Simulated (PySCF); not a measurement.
Species: adamantane, C₁₀H₁₆.
Bonds: C1–C2, C2–C3, C3–C4, C4–C5, C5–C6, C6–C7, C7–C8, C8–C9, C8–C10, C1–C6, C2–C9, C4–C10. Hydrogens: H11, H12 on C1; H13 on C2; H14, H15 on C3; H16 on C4; H17, H18 on C5; H19 on C6; H20, H21 on C7; H22 on C8; H23, H24 on C9; H25, H26 on C10.

Method: PBE0-D3(BJ)/def2-SVP geometry optimisation, gas phase (PySCF).

Problem. List the bond lengths, angles and torsions at this level.

Solution. 
```csv
bond,length (pm),order
C1–C2 and 11 like bonds,153.2,single
C1–H11 and 11 like bonds,110.4,single
C2–H13 and 3 like bonds,110.3,single
```

Bonds in one row agree within 1 pm and their mean is given. Orders are formal, as drawn. A selection of angles:
```csv
angle,degrees
C2–C1–C6,109.7
C2–C1–H11,110.1
H11–C1–H12,106.8
C1–C2–C3,109.4
C1–C2–H13,109.6
```

Dihedral angles: C6–C1–C2–C3 -60° (synclinal); C1–C2–C3–C4 60° (synclinal); C2–C3–C4–C5 -60° (synclinal); C3–C4–C5–C6 60° (synclinal); C4–C5–C6–C7 60° (synclinal); C5–C6–C7–C8 -60° (synclinal); C6–C7–C8–C9 -60° (synclinal); C7–C8–C9–C2 60° (synclinal); C7–C8–C10–C4 -60° (synclinal); C2–C1–C6–C5 60° (synclinal); C1–C2–C9–C8 -60° (synclinal); C3–C4–C10–C8 -60° (synclinal).

All 12 C–C bonds measure 1.532 to 1.533 Å. The 6-membered ring C1–C2–C9–C8–C7–C6 has internal angles of 109.3° to 109.7°; it is puckered, 0.25 Å rms from its mean plane, widest ring torsion 60°. The 6-membered ring C2–C3–C4–C10–C8–C9 has internal angles of 109.3° to 109.7° (sum 657°, against 720° for a flat polygon); it is puckered, 0.25 Å rms from its mean plane, widest ring torsion 60°. Of the pairs four or more bonds apart, C3···C7 is among the closest relative to their van der Waals radii: 3.54 Å, 104 % of the sum of Bondi's values. The 6-membered ring C1–C2–C3–C4–C5–C6 has internal angles of 109.4° to 109.7° (sum 657°, against 720° for a flat polygon); it is puckered, 0.25 Å rms from its mean plane, widest ring torsion 60°. The 6-membered ring C4–C5–C6–C7–C8–C10 has internal angles of 109.3° to 109.7°; it is puckered, 0.25 Å rms from its mean plane, widest ring torsion 60°.

Point group: Td (every atom within 0.08 Å of its image). Whether it is a minimum is left open (no frequencies).
